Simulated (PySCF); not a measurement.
## Electron correlation in C (carbon, neutral)

[He] 2s2 2p2, high-spin 3P determinant. All numbers are calculated (PySCF 2.14, scalar relativity by spin-free X2C-1e, in aug-cc-pVDZ-DK (4s3p2d, 23 functions)). Frozen: 1s2; 4 electrons correlated.

MP2 pair energies summed by pair of shells (mhartree):

```csv
pair,energy,share (%)
2s-2p,-31.75,59.1
2s-2s,-16.12,30.0
2p-2p,-5.85,10.9
```

Total MP2 correlation energy: -53.71 mhartree.

Same-spin part -9.81 and opposite-spin part -43.90 mhartree; SCS-MP2 scales them by 1/3 and 6/5 to -55.95 mhartree.
